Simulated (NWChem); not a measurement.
System: SiHCl3; SMILES Cl[SiH](Cl)Cl

All runs: NWChem. Medium grid unless said otherwise, to which SCAN and Minnesota functionals are sensitive. The geometry was optimised at PBE0/def2-SVP. Hybrids' shares of exact exchange are those that their runs print; pure functionals count as 0. The functionals differ in more than this share.

```csv
row,share of exact exchange,orbital gap (eV)
"LDA (Slater exchange, VWN5)/def2-TZVPD",0.00,6.47
PBE/def2-TZVPD,0.00,6.56
B3LYP/def2-TZVPD,0.20,8.34
PBE0/def2-TZVPD,0.25,8.91
M06-2X/def2-TZVPD,0.54,withheld
Hartree-Fock/def2-TZVPD,1.00,14.04
```

Q: Fit a straight line of the last column on the one before it, predict the withheld value, and compare with the run.

A: 
1. Means of the 5 shown rows: x = 0.290, y = 8.864. Slope Σ(x − x̄)(y − ȳ)/Σ(x − x̄)² = 5.083/0.6820 = 7.453; intercept 6.703.
2. The shown rows scatter about the line by 0.213 (root mean square); the largest residual is +0.34, at PBE0/def2-TZVPD.
3. At x = 0.54 (M06-2X/def2-TZVPD; inside the shown range) the line gives 10.73.
4. The run gives 10.79, +0.06 from the line, 0.3 times the scatter.
